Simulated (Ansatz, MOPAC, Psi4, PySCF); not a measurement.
Species: CH3Li (charge 0, singlet). SMILES: [Li][CH3]
Coordinates optimised at B3LYP-D3(BJ)/def2-TZVP (Ansatz, a program for electronic structure):
```xyz
5

Li    -1.1054    -0.6446    -0.9312
C      0.2701     0.1575     0.2275
H      0.8519    -0.5947     0.7758
H     -0.1547     0.8270     0.9867
H      0.9987     0.7566    -0.3338
```

Property: vertical ionisation energy to the doublet, in eV. Terms: 6-31G* and kin with 6d, 5d where marked; spin-orbit terms left out; UHF or UKS for open shells; each state is the SCF solution reached for its charge and spin; PM7 with its own dispersion and hydrogen-bond terms; non-relativistic; dispersion terms only where a functional's name holds one. First-principles rows: single points at B3LYP-D3(BJ) geometries (Ansatz). Semi-empirical rows: differences of heats of formation at the shared geometry for vertical values.

```csv
level,program,vertical ionisation energy to the doublet (eV)
PM3,MOPAC,7.04
PM6,MOPAC,7.47
PM7,MOPAC,7.30
MNDO,MOPAC,6.97
HF/6-31G*,Ansatz,6.09
B3LYP/3-21G,Ansatz,7.38
B3LYP/6-31G*,Ansatz,7.44
M06-2X/6-31G* (5d),PySCF,7.43
wB97X-D/6-31G*,Psi4,7.31
M06-2X/def2-TZVPD,PySCF,7.50
wB97M-V/def2-TZVPD,Ansatz,7.56
wB97X-V/def2-TZVPD,Ansatz,7.48
```

No value to compare with is used here. The 9 habitual levels span 6.09 (HF/6-31G*) to 7.47 eV (PM6); wB97X-V/def2-TZVPD gives 7.48.

The levels are drawn from those run, B3LYP/6-31G* more often than the rest, none by its result; runs whose electronic state is in doubt are left out.
